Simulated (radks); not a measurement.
Values are calculated unless marked as measured or tabulated.
Q: Ionisation of Pd+, [Kr] 4d9, to Pd2+, [Kr] 4d8, under several functionals. Dirac Kohn-Sham, spin-unpolarised, spherical densities, point nucleus; open shells are shared between the two j in proportion to 2j + 1; a radial shooting solver on a logarithmic mesh with Libxc functionals. Known Delta-SCF values: exchange-only PBE 19.765 eV; PBE 20.819 eV; LDA (Slater exchange, VWN5 correlation) 21.088 eV. What does Wu-Cohen GGA give, and what is its highest occupied eigenvalue?

A: 20.829 eV by Delta-SCF; the 4d5/2 eigenvalue is -14.434 eV. NIST: 19.4 eV (semi-empirical).

Beside tabulated values, note that spin-unpolarised runs miss the spin-polarisation part of the exchange energy of open shells.
